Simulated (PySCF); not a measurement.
## Computed spin Hamiltonian

C₆H₁₃Si₂ (doublet state).
Geometry (PBE0-D3(BJ)/def2-SVP, Å), atoms numbered from 1 in this order:
```xyz
21
C6H13Si2 angstrom
C     -0.680   -1.804    0.215
C     -0.432   -1.489   -1.236
Si    -0.025    0.364   -1.410
C     -1.333    1.244   -0.352
C     -1.071    1.024    1.162
Si    -0.055   -0.562    1.452
C      1.690   -0.127    0.827
C      1.624    0.653   -0.516
H     -1.241   -2.715    0.456
H     -1.295   -1.771   -1.868
H      0.420   -2.083   -1.630
H     -0.008    0.819   -2.835
H     -1.382    2.319   -0.592
H     -2.315    0.824   -0.630
H     -2.017    1.004    1.728
H     -0.485    1.864    1.574
H     -0.085   -1.039    2.868
H      2.235   -1.075    0.689
H      2.254    0.441    1.586
H      1.697    1.738   -0.328
H      2.483    0.404   -1.161
```

The hyperfine couplings belong to this conformer and change with its torsions.

The species is `[Si@H]12CC[Si@@H](C[CH]2)CC1` [radical].

Method: PySCF 2.14.0, UKS B3LYP, IGLO-III on C Si, pcH-1 on H, non-relativistic, mean-field spin-orbit, GIAO. Geometry: PBE0-D3(BJ)/def2-SVP; no solvent, vibrations or thermal averaging. The SCF solution wasn't tested for stability.

- g1, g2, g3: 2.00214, 2.00276, 2.00301
- g_iso: 2.00264
- Form of g: rhombic: the two nearest values differ by 29 % of g3 − g1
- ⟨S²⟩: 0.7543 (exact 0.7500)
- α and β electrons: 39, 38
- Basis functions: 428

Isotropic coupling and dipolar principal values T1 to T3, in 10⁻⁴ cm⁻¹; ρ(0) is the spin density at the nucleus (1 × 10⁻⁴ cm⁻¹ = 2.998 MHz):

```csv
atom,isotope,a_iso,of which spin–orbit,T1,T2,T3,Mulliken spin population,ρ(0) (bohr⁻³)
C1,13C,26.3,0.0,-24.2,-23.9,48.1,0.99,0.0704
C2,13C,-9.1,0.0,-0.9,0.3,0.6,-0.09,-0.0243
Si3,29Si,-4.8,0.0,-1.0,0.4,0.6,0.01,0.0162
C4,13C,-0.6,0.0,-0.3,-0.1,0.4,0.00,-0.0017
C5,13C,12.0,0.0,-1.3,-1.2,2.5,0.03,0.0320
Si6,29Si,15.1,0.0,-0.9,0.1,0.8,-0.01,-0.0510
C7,13C,8.4,0.0,-0.9,-0.8,1.6,0.02,0.0225
C8,13C,0.0,0.0,-0.2,-0.1,0.3,0.00,-0.0001
H9,1H,-18.8,0.0,-11.6,-0.2,11.8,-0.05,-0.0126
H10,1H,18.0,0.0,-1.5,-1.0,2.5,0.02,0.0121
H11,1H,50.4,0.0,-1.7,-1.1,2.8,0.07,0.0338
H12,1H,0.7,0.0,-0.4,-0.3,0.7,0.00,0.0005
H13,1H,-0.2,0.0,-0.4,-0.3,0.7,0.00,-0.0001
H14,1H,0.1,0.0,-0.9,-0.7,1.5,0.00,0.0001
H15,1H,-0.9,0.0,-1.0,-0.4,1.5,0.00,-0.0006
H16,1H,3.5,0.0,-0.8,-0.4,1.2,0.01,0.0024
H17,1H,-0.1,0.0,-1.0,-0.8,1.8,0.00,-0.0001
H18,1H,-0.4,0.0,-1.2,-0.5,1.7,0.00,-0.0003
H19,1H,2.4,0.0,-0.6,-0.4,1.0,0.00,0.0016
H20,1H,0.0,0.0,-0.3,-0.3,0.6,0.00,0.0000
H21,1H,0.4,0.0,-0.4,-0.3,0.7,0.00,0.0002
```

The Mulliken spin populations are largest on C1 (+0.99), C2 (-0.09) and H11 (+0.07). C1 is the only atom above +0.15. The angles at C1 add up to 360.0°, so it is planar; its axial dipolar tensor and the negative coupling of its proton fit spin in a p orbital normal to that plane.

Under fast tumbling the dipolar parts average out, and these isotropic splittings remain: 2 × 1H (H10/H11, I = 1/2, 3 lines) with 3.66 mT, 1 × 1H (H9, I = 1/2, 2 lines) with 2.01 mT, 2 × 1H (H16/H19, I = 1/2, 3 lines) with 0.32 mT, 1 × 1H (H12, I = 1/2, 2 lines) with 0.07 mT and 2 × 1H (H15/H18, I = 1/2, 3 lines) with 0.07 mT.

Class means assume fast exchange of nuclei equivalent by connectivity; if that motion is slow, each nucleus keeps its own coupling. The 1H value of +102.5 MHz is a mean of couplings from 54.0 to 151.0 MHz in this one geometry, not an average over conformers.

The 29Si coupling of Si6 (45.2 MHz) shows only in satellite lines or after enrichment, since that isotope makes up about 4.7 % of natural silicon.

The 13C coupling of C1 (79.0 MHz) shows only in satellite lines or after enrichment, since that isotope makes up about 1.07 % of natural carbon.

Examples of negative spin density at the nucleus (bohr⁻³): Si6 (-0.0510), C2 (-0.0243) and H9 (-0.0126).

Hardware: one thread of an x86-64 server, shared host. Cost: 2.3 min of wall time.
